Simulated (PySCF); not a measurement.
# Electron correlation in Pt²⁺ (platinum, charge +2)

[Xe] 4f14 5d7 6p1, one real determinant (an excited configuration). Computed with PySCF 2.14 in x2c-TZVPPall (11s7p7d3f1g, 97 functions), with scalar relativity by spin-free X2C-1e. Frozen: [Kr] 4d10 4f14; 16 electrons correlated.

```
  level  correlation energy (mhartree)
   CCSD                        -387.20
    (T)                          -9.60
CCSD(T)                        -396.80
```

Diagnostics: T1 = 0.011, D1 = 0.0447, largest double amplitude 0.047.

The real determinant used has ⟨L²⟩ near 14 against 20 for a pure G term, so it mixes terms. Spin-orbit coupling, absent here, splits the open shell strongly.

Cost of the coupled-cluster step: of the order of 20 core-seconds, for 16 correlated electrons.

The reference is one real determinant that mixes LS terms of this configuration.

This basis was not built for core-valence correlation, so the inner-shell part is incomplete.
